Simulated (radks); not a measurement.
All-electron atom: Pm I in [Xe] 4f5 6s2. All-electron calculation, Dirac Kohn-Sham, LDA (Slater exchange, Perdew-Wang correlation), spin-unpolarised, spherical densities, point nucleus; open shells are shared between the two j in proportion to 2j + 1; speed of light set to 116.481 atomic units (0.85 times the physical value, a model run). Program: a radial shooting solver on a logarithmic mesh with Libxc functionals.

Spin-orbit splittings of the eigenvalues, e(l+1/2) - e(l-1/2), with zeta = 2 splitting/(2l+1) and mean radii in bohr:

shell  occ.  splitting (eV)  zeta (eV)  <r> j=l-1/2  <r> j=l+1/2
2p        6           817.7      545.1      0.07932      0.08854
3p        6           165.0      110.0       0.2434       0.2614
3d       10           33.79      13.52       0.2329       0.2383
4p        6               ?          ?       0.5938       0.6349
4d       10           6.084      2.434       0.6809       0.6953
4f        5          0.6202     0.1772        1.091        1.134
5p        6           4.922      3.282        1.585        1.724

Estimate the 4p splitting.

Answer. 36.37 eV (zeta = 24.24 eV).
